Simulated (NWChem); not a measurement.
System meant: MoNH$_{2}$S$_{2}$Cl; SMILES [NH2][Mo](=[S])(=[S])[Cl]

The following NWChem deck was run.

```
start job
memory heap 200 mb stack 900 mb global 1100 mb
geometry units angstroms noautoz
  Mo     0.152255     0.070945     0.000000
  S     -0.617483     1.000320     1.750713
  S     -0.617483     1.000320    -1.750713
  Cl    -0.365914    -2.151358     0.000000
  N      2.050449     0.308711     0.000000
  H      2.609397     0.445285    -0.849855
  H      2.609397     0.445285     0.849855
end
basis spherical
  * library def2-svp
end
ecp
  Mo library def2-ecp
end
dft
  xc xpbe96 cpbe96
  iterations 4
  mulliken
end
task dft energy
```

End of the output:

```
    Atom       Charge   Shell Charges
 -----------   ------   -------------------------------------------------------
    1 Mo  14    14.93   0.00  0.98  0.94  0.38  0.15  5.65  1.05  0.57  3.34  1.80  0.07
    2 S   16    15.69   2.00  1.96  0.99  0.66  5.80  1.87  2.37  0.04
    3 S   16    15.69   2.00  1.96  0.99  0.66  5.80  1.87  2.37  0.04
    4 Cl  17    16.92   2.00  1.96  1.04  0.73  5.82  2.32  3.04  0.02
    5 N    7     6.97   1.97  0.72  0.43  2.16  1.67  0.03
    6 H    1     0.90   0.58  0.20  0.12
    7 H    1     0.90   0.58  0.20  0.12

 center of mass
 --------------
 x =  -0.02989692 y =   0.01982824 z =   0.00000000

 moments of inertia (a.u.)
 ------------------
        1519.491824487613          -0.000000000000           0.000000000000
          -0.000000000000        1076.033175311558           0.000000000000
           0.000000000000           0.000000000000        1185.352097701958

     Multipole analysis of the density
     ---------------------------------

     L   x y z        total         alpha         beta         nuclear
     -   - - -        -----         -----         ----         -------
     0   0 0 0     -0.000000    -36.000000    -36.000000     72.000000

     1   1 0 0      1.651919      4.853861      4.853861     -8.055803
     1   0 1 0     -0.659265     -1.828103     -1.828103      2.996941
     1   0 0 1      0.000000      0.000000      0.000000      0.000000

     2   2 0 0    -43.548683   -125.060999   -125.060999    206.573315
     2   1 1 0     -1.461710      0.074715      0.074715     -1.611141
     2   1 0 1      0.000000      0.000000      0.000000      0.000000
     2   0 2 0    -54.380555   -226.937295   -226.937295    399.494036
     2   0 1 1     -0.000000     -0.000000     -0.000000      0.000000
     2   0 0 2    -50.567873   -202.987916   -202.987916    355.407959

 ------------------------------------------------------------------------
 dft energy failed                                                                                  0
 ------------------------------------------------------------------------
 ------------------------------------------------------------------------
  current input line :
    23: task dft energy
 ------------------------------------------------------------------------
 ------------------------------------------------------------------------
 This type of error is most commonly associated with calculations not reaching convergence criteria
 ------------------------------------------------------------------------
 For more information see the NWChem manual at https://nwchemgit.github.io

0:dft energy failed:Received an Error in Communication
```

**Question.** Find the fault in this run and fix the input.

**Answer.** The run did not converge; its last values are not results. Cause: the SCF was allowed too few iterations. This input runs:
```
start job
memory heap 200 mb stack 900 mb global 1100 mb
geometry units angstroms noautoz
  Mo     0.152255     0.070945     0.000000
  S     -0.617483     1.000320     1.750713
  S     -0.617483     1.000320    -1.750713
  Cl    -0.365914    -2.151358     0.000000
  N      2.050449     0.308711     0.000000
  H      2.609397     0.445285    -0.849855
  H      2.609397     0.445285     0.849855
end
basis spherical
  * library def2-svp
end
ecp
  Mo library def2-ecp
end
dft
  xc xpbe96 cpbe96
  iterations 150
  mulliken
end
task dft energy
```
It converges to -1379.93768 Ha (PBE/def2-SVP with def2 effective core potentials on Mo).
